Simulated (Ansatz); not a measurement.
Two isomers of CH4AlClO: A = `C[O][AlH][Cl]`, B = `O[CH2][AlH][Cl]`.

Computed with Ansatz on PBE0-D4/def2-TZVP structures; ΔE is electronic, products minus reactants. CBS: MP2 limit from def2 TZ/QZ plus the TZ coupled-cluster correction, frozen cores. DFT in def2-TZVPP. B3LYP here is the variant with VWN-RPA as its local correlation; programs differ in this. Each species was taken in one conformer, which may not be the lowest.

Which isomer does CCSD(T)/CBS put lower? Give the gap. (An estimate is asked.)

The calculation gave: A, by 161.7 kJ/mol.

Give E(B) − E(A) in kJ/mol with CCSD(T)/def2-SVP, CCSD/def2-TZVPP, B3LYP, MP2/def2-TZVPP, CCSD(T)/def2-TZVPP, BLYP-D4, r2SCAN-D4. (An estimate is asked.)

Computed: CCSD(T)/def2-SVP 173.8, CCSD/def2-TZVPP 166.9, B3LYP 164.1, MP2/def2-TZVPP 168.5, CCSD(T)/def2-TZVPP 164.5, BLYP-D4 159.5, r2SCAN-D4 161.6. None reverses the order clearly.

Does the order hold for the free energy at 298.15 K (harmonic terms from PBE0-D4)? (Estimate.)

Computed: Yes: G(B) − G(A) = +156.8 kJ/mol, for one conformer each. Modes under 60 cm⁻¹, often nearly free rotors, make the harmonic entropy too high.

Largest T1 diagnostic: 0.011.

From BLYP to BHLYP (50 % exact exchange), in def2-TZVPP and without D4, E(B) − E(A) moves by +10.7 kJ/mol. In def2-TZVPP, CCSD(T) changes the Hartree–Fock value by −16.5 kJ/mol (the triples alone add −2.4 kJ/mol) and MP2 by −12.5 kJ/mol.
